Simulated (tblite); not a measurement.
Compound: C8H14NP.
SMILES with atom numbers: `[CH3:1][C:2]#[C:3]/[P:4]=[C:5](/[CH2:6][CH3:7])[N:8]([CH3:9])[CH3:10]` (hydrogens: H11, H12, H13 on C1; H14, H15 on C6; H16, H17, H18 on C7; H19, H20, H21 on C9; H22, H23, H24 on C10)

Computed geometry: GFN2-xTB, gas phase.

(1) List the bond lengths, angles and torsions at this level.

## Answers

(1) 
| bond | length (Å) |
| --- | --- |
| C1–C2 | 1.447 |
| C2≡C3 | 1.209 |
| C3–P4 | 1.756 |
| P4=C5 | 1.714 |
| C5–C6 | 1.509 |
| C6–C7 | 1.529 |
| C5–N8 | 1.363 |
| N8–C9, N8–C10 | 1.439 |
| C1–H11, C1–H12, C1–H13 | 1.091 |
| C6–H14, C6–H15 | 1.093 |
| C7–H16, C7–H17, C7–H18 | 1.087 |
| C9–H19 and 4 like bonds | 1.091 |
| C10–H23 | 1.097 |

Bonds in one row agree within 0.01 Å and their mean is given. A selection of angles:
| angle | degrees |
| --- | --- |
| C2–C1–H11 | 110.1 |
| H11–C1–H12 | 108.8 |
| C1–C2–C3 | 174.9 |
| C2–C3–P4 | 166.4 |
| C3–P4–C5 | 104.7 |
| P4–C5–C6 | 113.4 |
| P4–C5–N8 | 128.7 |
| C6–C5–N8 | 117.9 |
| C5–C6–C7 | 111.7 |
| C5–C6–H14 | 111.5 |
| C5–C6–H15 | 107.7 |
| C7–C6–H14 | 109.7 |
| H14–C6–H15 | 107.0 |
| C6–C7–H16 | 111.2 |
| C6–C7–H17 | 109.9 |
| H16–C7–H17 | 108.4 |
| H17–C7–H18 | 108.6 |
| C5–N8–C9 | 122.6 |
| C9–N8–C10 | 113.7 |
| N8–C9–H19 | 109.9 |
| N8–C9–H20 | 112.0 |
| H19–C9–H20 | 108.6 |
| H22–C10–H24 | 108.2 |

Dihedral angles: C3–P4–C5–C6 -172° (antiperiplanar); P4–C5–C6–C7 -114° (anticlinal); P4–C5–N8–C9 26° (synperiplanar). The mirror-image conformer, all signs reversed, is as good.

Of the pairs four or more bonds apart, C3···H19 is among the closest relative to their van der Waals radii: 2.43 Å, 84 % of the sum of Bondi's values. N8 (nitrogen bonded to 3 C) is planar (angles 123.7°, 122.6° and 113.7°, sum 360.0°, 0.00 Å off the plane of its three neighbours). The C–P distances run from 1.714 Å (P4=C5, drawn double) to 1.756 Å (C3–P4, drawn single), a spread of 0.042 Å. P4 (phosphorus bonded to 2 C) is bent (angle 104.7°). The C–C distances run from 1.209 Å (C2≡C3, drawn triple) to 1.529 Å (C6–C7, drawn single), a spread of 0.320 Å. The C–N distances run from 1.363 Å (C5–N8, drawn single) to 1.440 Å (N8–C10, drawn single), a spread of 0.077 Å.

Point group: C1 (no symmetry element, even within 0.4 Å). Its GFN2-xTB frequencies are all real (lowest 21 cm⁻¹). The numbers are those of one conformer. 2 starts were optimised and ended at 0.00 and 0.46 kcal/mol (GFN2-xTB); the lowest of these is shown.

On Arm Neoverse V2, one thread (shared host), this took 1.3 s. That covers the optimisation of the geometry.
